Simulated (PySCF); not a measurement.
Debugging a PySCF script (KRb)

```python
from pyscf import gto, scf, mp

mol = gto.M(
    atom='K 0 0 0; Rb 0 0 4.005',
    basis='sto-3g',
    charge=0,
    spin=0,
    verbose=4,
)
mf = scf.RHF(mol)
mf.level_shift = 5.0
mf.kernel()
mp.MP2(mf, frozen=14).kernel()
mf.dip_moment()
print('orbital energies (hartree):', mf.mo_energy[..., max(0, mol.nelec[1]-3):mol.nelec[0]+3].round(4))
```

```bash
$ OMP_NUM_THREADS=1 python input.py
```

The log, shortened:

```
[earlier lines left out]
cycle= 6 E= -3500.70462754184  delta_E= -0.00252  |g|= 0.109  |ddm|= 0.053
cycle= 7 E= -3500.70636484593  delta_E= -0.00174  |g|= 0.0906  |ddm|= 0.0449
cycle= 8 E= -3500.70758792098  delta_E= -0.00122  |g|= 0.0766  |ddm|= 0.0384
cycle= 9 E= -3500.7084911135  delta_E= -0.000903  |g|= 0.0656  |ddm|= 0.0339
cycle= 10 E= -3500.7092014218  delta_E= -0.00071  |g|= 0.0572  |ddm|= 0.0322
[30 cycles left out]
cycle= 41 E= -3500.71329977768  delta_E= -1.99e-05  |g|= 0.0104  |ddm|= 0.00608
cycle= 42 E= -3500.71331807843  delta_E= -1.83e-05  |g|= 0.01  |ddm|= 0.00584
cycle= 43 E= -3500.7133349558  delta_E= -1.69e-05  |g|= 0.00965  |ddm|= 0.00567
cycle= 44 E= -3500.71335042491  delta_E= -1.55e-05  |g|= 0.00926  |ddm|= 0.00537
cycle= 45 E= -3500.71336452776  delta_E= -1.41e-05  |g|= 0.00888  |ddm|= 0.00508
cycle= 46 E= -3500.71337746232  delta_E= -1.29e-05  |g|= 0.00851  |ddm|= 0.00486
cycle= 47 E= -3500.71338928663  delta_E= -1.18e-05  |g|= 0.00815  |ddm|= 0.00462
cycle= 48 E= -3500.7134001442  delta_E= -1.09e-05  |g|= 0.00782  |ddm|= 0.00443
cycle= 49 E= -3500.71341012692  delta_E= -9.98e-06  |g|= 0.0075  |ddm|= 0.00425
cycle= 50 E= -3500.71341929807  delta_E= -9.17e-06  |g|= 0.0072  |ddm|= 0.00407
SCF not converged.
SCF energy = -3500.71341929807

******** <class 'pyscf.mp.mp2.RMP2'> ********
nocc = 14, nmo = 21
frozen orbitals 14
Init E(MP2) = -0.0470289332260088
cycle = 1  E_corr(MP2) = -0.0470540487555226  dE = -2.51155295e-05  norm(t2) = 0.000729192
cycle = 2  E_corr(MP2) = -0.0470544473606631  dE = -3.98605141e-07  norm(t2) = 5.7006e-06
cycle = 3  E_corr(MP2) = -0.0470544488055679  dE = -1.44490472e-09  norm(t2) = 4.5016e-08
E(RMP2) = -3500.76047374688  E_corr = -0.0470544488055679
E(SCS-RMP2) = -3500.76173755747  E_corr = -0.0483182594019029
E_corr(same-spin) = -0.00940047595935982
E_corr(oppo-spin) = -0.037653972846208
Dipole moment(X, Y, Z, Debye):  0.00000,  0.00000,  8.77422
orbital energies (hartree): [-0.7526 -0.7519  0.0195  5.2343  5.4074  5.4219]
```

Which setting is at fault, why, and what does a mended input give?

The level shift (hartree) (5): a shift this large makes the steps tiny. With this edit
```diff
- mf.level_shift = 5.0
```
the run finishes: E(SCF) = -3500.713524 Eh, 7 cycles, E(MP2) − E(SCF) = -0.04674 Eh, μz(SCF) = 9.31 D.

No relativity is included for the heavy element. The basis is very small, so the numbers show the basis as much as the system. Stability towards an unrestricted solution was not tested. The bond length is a typed value, not an optimised one.
